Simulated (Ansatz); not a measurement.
## Interaction energy ladder

The pair of N$_{2}$ (SMILES N#N, atoms 1–2) and SiNH$_{5}$ (SMILES [SiH3]N, atoms 3–9), both closed shells, in one local arrangement (a lower one may exist), relaxed at PBE0-D4/def2-TZVP:

| atom | x (Å) | y (Å) | z (Å) |
| --- | --- | --- | --- |
| N1 | 0.4576 | -0.5404 | -2.6947 |
| N2 | 0.5432 | 0.2135 | -3.4760 |
| Si3 | 0.2450 | 0.5152 | 1.1315 |
| N4 | -0.8576 | -0.5779 | 0.3931 |
| H5 | 0.9853 | 1.2159 | 0.0503 |
| H6 | -0.5401 | 1.4882 | 1.9344 |
| H7 | 1.2612 | -0.0934 | 2.0420 |
| H8 | -1.5646 | -1.0267 | 0.9526 |
| H9 | -0.5301 | -1.1944 | -0.3333 |

Ansatz 0.2.0; basis: def2-TZVPPD, with def2-QZVPPD for the basis limit; cores frozen in the correlated methods. B3LYP uses VWN-RPA correlation. Extrapolation: Hartree–Fock as exp(−7.88 √X), correlation as X^−2.97. Interaction energies count from these two fragments, frozen as in the pair, with the counterpoise correction; negative means bound.

(1) What is the interaction energy by CCSD(T) at an estimated basis limit (MP2 extrapolated from triple and quadruple zeta, plus CCSD(T) − MP2 in triple zeta)? (To be estimated.)

(2) Which atoms make the shortest contact between the fragments?

The T1 diagnostic stays at or below 0.014.

Answers

(1) The calculation gives: -1.03 kcal/mol. Hartree–Fock alone gives 0.28 kcal/mol at the basis limit, so without correlation the pair would not bind at this distance. It counts from the two fragments frozen as in the pair.

The same quantity by other methods in triple zeta, and each one's difference from that estimate:
| method | E_int (kcal/mol) | difference |
| --- | --- | --- |
| PBE-D4 | -1.14 | -0.11 |
| revPBE-D4 | -0.49 | 0.54 |
| BLYP-D4 | -0.62 | 0.42 |
| r2SCAN-D4 | -0.89 | 0.14 |
| B97M-V | -1.07 | -0.04 |
| PBE0-D4 | -1.01 | 0.03 |
| B3LYP-D4 | -0.80 | 0.23 |
| HSE06-D4 | -1.02 | 0.01 |
| wB97X-V | -1.03 | 0.00 |
| wB97M-V | -0.96 | 0.07 |
| B2PLYP | -0.47 | 0.57 |
| HF | 0.29 | 1.32 |
| MP2 | -1.03 | 0.00 |
| CCSD | -0.74 | 0.29 |
| CCSD(T) | -0.93 | 0.10 |
Differences are method less estimate.

(2) N1 and H9, 2.64 Å apart.

Basis-set superposition shift (counterpoise-corrected less uncorrected): CCSD(T) 0.29; MP2 0.30; HF 0.03; PBE0-D4 0.05; wB97M-V 0.06 kcal/mol.

For scale, one of the runs: CCSD(T)/def2-TZVPPD, 244 basis functions, launched by `ansatz run in.yaml --threads 4 --pin off --events-out ev --progress --plain --max-ram 9574MiB`. Time: 28 s of wall clock on 4 CPU threads of an AMD EPYC 9R45; the host was shared. Peak host memory: 4.8 GiB.
